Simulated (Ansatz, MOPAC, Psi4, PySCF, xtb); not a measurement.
Pair of molecules: aminoborane (SMILES BN) (first 6 atoms) with HF (SMILES F); geometry from B3LYP-D3(BJ)/def2-TZVP, rigid monomers moved along the line of their centres of mass till N2···H8 is 2.68 Å.
(charge 0, multiplicity 1):
```json
[
 {"atom": "B", "x (Å)": "0.9064", "y (Å)": "-0.1258", "z (Å)": "0.0613"},
 {"atom": "N", "x (Å)": "-0.1434", "y (Å)": "0.5794", "z (Å)": "0.6653"},
 {"atom": "H", "x (Å)": "0.6626", "y (Å)": "-0.8237", "z (Å)": "-0.8706"},
 {"atom": "H", "x (Å)": "1.9991", "y (Å)": "-0.0255", "z (Å)": "0.5206"},
 {"atom": "H", "x (Å)": "0.0124", "y (Å)": "1.2765", "z (Å)": "1.3784"},
 {"atom": "H", "x (Å)": "-1.0649", "y (Å)": "0.6332", "z (Å)": "0.2571"},
 {"atom": "F", "x (Å)": "-1.3196", "y (Å)": "-1.7735", "z (Å)": "3.1450"},
 {"atom": "H", "x (Å)": "-0.9799", "y (Å)": "-1.1957", "z (Å)": "2.4872"}
]
```

```csv
level,interaction energy (kJ/mol),"minus MP2/CBS(aug-cc-pVDZ, aug-cc-pVTZ) + ΔCCSD(T)/aug-cc-pVDZ",cost
GFN-FF,-20.0,-8.3,-
AM1,-2.9,8.8,-
PM3,2.3,13.9,-
PM6,-3.1,8.5,-
PM7,-4.0,7.7,-
GFN1-xTB,-8.6,3.1,-
HF/STO-3G (no counterpoise),-4.2,7.5,-
HF/3-21G (no counterpoise),-15.9,-4.3,-
HF/6-31G*,-12.0,-0.4,-
HF/6-31G* (no counterpoise),-14.4,-2.7,-
HF/aug-cc-pVDZ,-10.8,0.9,-
HF/aug-cc-pVTZ,-10.6,1.1,-
PBE/def2-TZVPPD,-11.4,0.2,×1
PBE-D3(BJ)/def2-TZVPPD,-13.1,-1.4,×1
PBE-D4/def2-TZVPPD,-12.7,-1.1,×1
BP86/6-31G* (no counterpoise),-12.4,-0.7,-
r2SCAN/def2-TZVPPD,-11.8,-0.1,×2
r2SCAN-D3(BJ)/def2-TZVPPD,-12.5,-0.8,×2
r2SCAN-D4/def2-TZVPPD,-12.3,-0.7,×2
B3LYP/3-21G (no counterpoise),-15.8,-4.1,-
B3LYP/6-31G*,-11.6,0.0,-
B3LYP/6-31G* (no counterpoise),-14.7,-3.1,-
B3LYP/6-311+G** (no counterpoise),-11.8,-0.1,-
B3LYP-D4/def2-TZVPPD,-12.2,-0.5,×2
PBE0/def2-TZVPPD,-11.4,0.2,×2
PBE0-D3(BJ)/def2-TZVPPD,-13.0,-1.3,×2
PBE0-D4/def2-TZVPPD,-12.6,-1.0,×2
M06-2X/6-31G* (no counterpoise),-15.0,-3.3,-
wB97X-V/def2-TZVPPD,-12.2,-0.5,×4
wB97M-V/def2-TZVPPD,-11.9,-0.2,×4
MP2/6-31G*,-11.7,0.0,-
MP2/6-31G* (no counterpoise),-15.5,-3.9,-
MP2/aug-cc-pVDZ,-11.3,0.4,-
MP2/aug-cc-pVTZ,-11.7,0.0,×3
"MP2/CBS(aug-cc-pVDZ, aug-cc-pVTZ)",-11.9,-0.3,-
SCS-MP2/aug-cc-pVDZ,-10.6,1.1,-
CCSD/aug-cc-pVDZ,-10.9,0.8,-
CCSD(T)/aug-cc-pVDZ,-11.0,0.6,×5
"MP2/CBS(aug-cc-pVDZ, aug-cc-pVTZ) + ΔCCSD(T)/aug-cc-pVDZ",-11.7,0.0,×9
SAPT0/jun-cc-pV(D+d)Z,-12.6,-1.0,-
```

 The comparison column counts from a level with limits of its own.

The rows run from -20.0 (GFN-FF) to 2.3 kJ/mol (PM3). In aug-cc-pVDZ the value moves HF -10.8, MP2 -11.3, CCSD -10.9, CCSD(T) -11.0, a shift of -0.2 from HF to CCSD(T). From aug-cc-pVDZ to aug-cc-pVTZ MP2 changes by -0.4. The dispersion term adds -1.6 in PBE-D3(BJ), -1.3 in PBE-D4, -0.7 in r2SCAN-D3(BJ). The 5 functionals in def2-TZVPPD without D3 or D4 span 0.7, from wB97X-V to PBE.

Monomers are frozen at their geometry in the pair; levels with a basis set take the counterpoise correction. Rows marked so take none.

Correlated levels freeze the cores. CBS(a, b) extrapolates the correlation energy as X⁻³ and adds the Hartree–Fock energy of set b. Rows in 3-21G, 6-311+G**, 6-31G*, STO-3G carry no dispersion term and start afresh at each structure (6-31G* with six Cartesian d functions). MP2/6-31G* freezes PySCF's default core. The state reached by AM1, PM3, PM6, PM7 isn't checked; PM7 holds dispersion and hydrogen-bond terms.

The values were computed with Ansatz (Gaussian basis) for Hartree–Fock, density functionals and correlated methods; MOPAC for AM1, PM3, PM6, PM7 (differences of heats of formation); Psi4 for SAPT; PySCF for 3-21G rows, 6-311+G** rows, 6-31G* rows, STO-3G rows, the dispersion terms; xtb for the GFN methods. Values without a source in brackets are computed.

Costs are rough ratios of core time to PBE/def2-TZVPPD (about 5 s over the structures, on one shared machine); a dash marks a level with no comparable run of its own.

Ansatz is an electronic-structure program.
